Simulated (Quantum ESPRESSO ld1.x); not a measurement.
Task: The mean radii <r> (bohr) of the occupied orbitals of an atom or ion are listed with their occupations. Method: Dirac Kohn-Sham, PBE, spin-unpolarised, spherical densities, point nucleus; computed with ld1.x of Quantum ESPRESSO 7.5.

orbital  occ.      <r>
1s1/2       2  0.01686
2s1/2       2  0.07045
2p1/2       2  0.05800
2p3/2       4  0.06655
3s1/2       2   0.1822
3p1/2       2   0.1725
3p3/2       4   0.1877
3d3/2       4   0.1634
3d5/2       6   0.1680
4s1/2       2   0.3792
4p1/2       2   0.3769
4p3/2       4   0.4015
4d3/2       4   0.3929
4d5/2       4   0.3999

Name the element and its charge. Open shells, if any, fill j = l - 1/2 first.

Result: Z = 79, gold, charge +35: Au35+ in [Kr] 4d8. The 1s radius gives Z: for a bare nucleus <r> = (2 gamma + 1)/(2Z) with gamma = sqrt(1 - (Z/c)^2), 0.01667 bohr for Z = 79, and screening makes it slightly larger (0.01686 here). The occupations add up to 44, and the charge is Z minus that.
